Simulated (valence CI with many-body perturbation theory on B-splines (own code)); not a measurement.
# Sensitivity of CI+MBPT for Ti9+

Calculated by configuration interaction combined with many-body perturbation theory (CI+MBPT): three valence electrons over a frozen Dirac-Fock core [Ne], radial functions for each j: 6 s, 6 p, 5 d, 3 f, 1 g, with the one-electron correlation potential Σ1, the two-electron term Σ2, the three-electron term Σ3, Breit, model QED; selected CI, second order for the rest, scaled by the run's own slope (own B-spline code, finite nucleus).

No measured levels were compared; by estimate levels of excited configurations hold to 0.05 to 0.15 % of their energy, terms of the ground configuration to about 0.5 %.

The reference run has the lowest level 3s²3p ²P°_1/2 and an ionisation energy of 216.784 eV. Its largest variational space holds 2823 state functions.

Names give the largest LS component (configuration and term), which can be under half, so a name can repeat, a term be missing and a line seem to break the LS rules; names also repeat where a configuration has a term twice.

Changed runs:
A. logarithmic knot step 0.27 → 0.33; highest l with Σ1, explicit Σ2 and valence Breit (higher l get mean screening factors) 3 → 1
B. scale of Σ2 1 → 1.2; Davidson tolerance 2e-05 → 0.0003
C. Davidson tolerance 2e-05 → 0.001
D. box radius (bohr) 8.4288 → 2.38 (bad on purpose)

Excitation energies of the reference run in cm⁻¹, and shifts in cm⁻¹:

```tsv
Level	Reference	A	B	C
3s²3p ²P°_3/2	7550	+1.2	+3.4	0
3s3p² ⁴P_1/2	160229	-173	+234	0
3s3p² ⁴P_3/2	163084	-172	+236	0
3s3p² ⁴P_5/2	167144	-171	+236	0
3s3p² ²D_3/2	212104	+171	+72	0
3s3p² ²D_5/2	212658	+172	+72	0
3s3p² ²S_1/2	264896	+135	-251	0
3s3p² ²P_1/2	281455	+497	-623	0
3s3p² ²P_3/2	285626	+521	-648	0
3s²3d ²D_3/2	345636	-4788	-539	0
3s²3d ²D_5/2	346178	-4836	-536	0
3p³ ²D°_3/2	413314	+76	+105	0
Ionisation energy (eV)	216.784	-0.057	-0.038	0
```

No effect on these energies: C.

Run D: It gave no result. The program said: "need at least one array to concatenate".
